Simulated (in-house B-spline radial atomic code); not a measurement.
## RPA and G0W0 on LC-wPBE: neutral ytterbium

Configuration [Xe] 4f14 6s2, mean-field start LC-wPBE. Computed with an all-electron radial atomic-structure program (B-spline basis): all electrons, scalar-relativistic (spin-free one-electron X2C), finite nucleus, each spin shell either full or empty, empty states to l = 9 with an (l + 1/2)⁻⁴ tail; G0W0 by contour deformation at full frequency.

Without the two-electron picture change, the correlation of inner shells comes somewhat too large for so heavy an element.

Command:
```bash
python run_gw.py task.json out
```
Settings (radii: box in bohr, nucleus in fm):
```
Z                        70
electrons                70
configuration            [Xe] 4f14 6s2
hamiltonian              x2c
method                   lc_wpbe
lmax                     9
rms_radius               5.3108
spin_polarised           False
box_radius               40
intervals                72
ion_configuration        [Xe] 4f14 6s1
```

Time taken, with all properties: 30 s on 1 thread of Arm Neoverse N1, on a shared host.

Energies (hartree):

| term | value |
| --- | --- |
| mean-field total | -14059.58040 |
| Hartree-Fock functional on these orbitals | -14054.59964 |
| direct second order | -7.8021 |
| second-order exchange | 1.8814 |
| SOSEX correction | 1.7044 |

(1) What is the RPA correlation energy, and what remains with SOSEX?

Quasi-particle levels (eV):

```json
{"level": "6s", "occupied": "yes", "mean field": "-6.130", "Σx - vxc": "0.87", "Σc": "?", "QP weight": "?", "G0W0": "?"}
```

G0W0 = mean field + (Σx - vxc) + Σc, with Σc (partial-wave tail included) taken at the quasi-particle energy. Only the outer levels were computed. Levels of low weight are left out.

(2) Where does G0W0 put 6s?

(3) What does it cost to remove one electron (to [Xe] 4f14 6s1) by differences of total energies, each species on its own start (correlation terms add to the Hartree-Fock functional)?

## Answers

(1) RPA gives -6.364 hartree (-2.47 eV per electron); RPA + SOSEX gives -4.6596, and the second-order doubles -5.9207 hartree (no singles). RPA lacks exchange-type terms and so overcorrelates at short range.

(2) At -6.405 eV, with Σc = -1.14 eV and a quasi-particle weight of 0.941. The tabulated removal energy is 6.254 eV (NIST, measured); the calculation leaves out spin-orbit coupling, Breit and QED terms, and what these don't explain is the method's own error.

(3) LC-wPBE 5.961 eV, Hartree-Fock functional 5.064 eV, + RPA 6.173 eV, + RPA + SOSEX 5.935 eV, + second order 6.662 eV. Tabulated: 6.254 eV (NIST, measured); the calculation leaves out spin-orbit coupling, Breit and QED terms, and what these don't explain is the method's own error.
